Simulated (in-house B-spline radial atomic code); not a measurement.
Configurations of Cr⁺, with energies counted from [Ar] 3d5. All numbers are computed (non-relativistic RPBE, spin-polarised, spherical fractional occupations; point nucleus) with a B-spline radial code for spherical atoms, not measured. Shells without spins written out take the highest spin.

Occupations are held fixed; configurations that lie above the ionisation limit could autoionise.

```tsv
configuration	E - E(ref) (eV)	highest orbital	its <r> (bohr)
[Ar] 3d4 4s1	1.9559	4s up	2.887
[Ar] 3d(3 up, 2 down)	4.7954	3d down	1.43
[Ar] 3d(2 up, 2 down) 4s(1 up, 0 down)	6.1075	4s up	2.937
[Ar] 3d4 4d1	11.327	4d up	5.713
[Ar] 3d(0 up, 4 down) 4d(1 up, 0 down)	11.465	4d up	5.822
[Ne] 3s2 3p5 3d6	41.785	3d down	1.533
[Ne] 3s2 3p5 3d5 4p1	44.331	4p up	3.499
```

(1) Order these further configurations by energy, lowest first.
A. [Ne] 3s2 3p(2 up, 3 down) 3d(5 up, 1 down)
B. [Ar] 3d4 4p1
C. [Ne] 3s2 3p5 3d5 4f1
D. [Ar] 3d4 4f1
E. [Ne] 3s2 3p5 3d5 4s1

(2) How far above the reference does [Ne] 3s2 3p5 3d5 4d1 lie?

(3) How far above the reference does [Ar] 3d(3 up, 1 down) 4f(1 up, 0 down) lie?

Answers

(1) B (6.4274 eV), D (13.628 eV), E (39.769 eV), A (45.6 eV), C (51.662 eV).

(2) 49.313 eV; its least bound orbital is 4d up with <r> = 5.655 bohr.

(3) 16.463 eV; its least bound orbital is 4f up with <r> = 8.54 bohr.
